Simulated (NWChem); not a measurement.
Molecule: ZnHF; SMILES [F][ZnH]

```xyz
3

Zn     0.0000     0.0000    -0.3422
H      0.0000     0.0000    -1.8548
F      0.0000     0.0000     1.4006
```
Atoms are numbered in this order, from 1.

All runs: NWChem. Structure relaxed at the PBE0/def2-SVP level. Vertical excitations in the gas phase; the lowest state need not have the same character in each row.

For level BHandHLYP/def2-SVP, TDA:

```
Item                             Result
-------------------------------  ------
lowest excitation, singlet (eV)    8.33
orbital gap (eV)                  11.03
```

Q: Estimate the same quantities for level LDA (Slater exchange, VWN5)/def2-SVP, TDA.

A: 
| Property | Result |
|---|---|
| lowest excitation, singlet (eV) | 6.69 |
| orbital gap (eV) | 6.51 |
